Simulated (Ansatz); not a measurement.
One change: `C[S][SnH]([CH3])[F]` becomes `C[O][Sn]([CH3])([F])[S]C`.

Ansatz, PBE0-D4/def2-TZVP geometries, multiplicity 1. Each molecule was computed in one conformer, which needn't be the lowest.

Elements past krypton have def2 core potentials.

| property | `C[S][SnH]([CH3])[F]` |
| --- | --- |
| ideal-gas entropy at 298 K and 1 bar (rigid rotor, harmonic PBE0-D4/def2-TZVP) / J/(mol·K) | 412 |
| HOMO–LUMO gap (B3LYP/def2-TZVPP) / eV | 5.98 |
| HOMO energy (B3LYP/def2-TZVPP) / eV | -6.80 |
| LUMO energy (PBE0/def2-TZVPP) / eV | -0.51 |
| HOMO energy (ωB97M-V/def2-TZVPP) / eV | -9.24 |
| HOMO–LUMO gap (ωB97M-V/def2-TZVPP) / eV | 10.53 |

**Question.** What does the change do to each property? (Best estimate.)

**Answer.** Ansatz gave: 
```tsv
property	`C[O][Sn]([CH3])([F])[S]C`	shift
ideal-gas entropy at 298 K and 1 bar (rigid rotor, harmonic PBE0-D4/def2-TZVP) / J/(mol·K)	489	77
HOMO–LUMO gap (B3LYP/def2-TZVPP) / eV	5.63	-0.35
HOMO energy (B3LYP/def2-TZVPP) / eV	-6.93	-0.13
LUMO energy (PBE0/def2-TZVPP) / eV	-0.98	-0.47
HOMO energy (ωB97M-V/def2-TZVPP) / eV	-9.39	-0.15
HOMO–LUMO gap (ωB97M-V/def2-TZVPP) / eV	10.28	-0.25
```

With PBE0 the HOMO falls by 0.13 eV and the LUMO falls by 0.47 eV, so the gap narrows by about 0.34 eV. PBE moves the HOMO by -0.10 eV and ωB97M-V by -0.15 eV. The zero-point energy changes by 91.4 kJ/mol with +12 modes. Modes under 60 cm⁻¹, often nearly free rotors, make the harmonic entropy too high.

B3LYP here is the variant with VWN-RPA as its local correlation; programs differ in this.
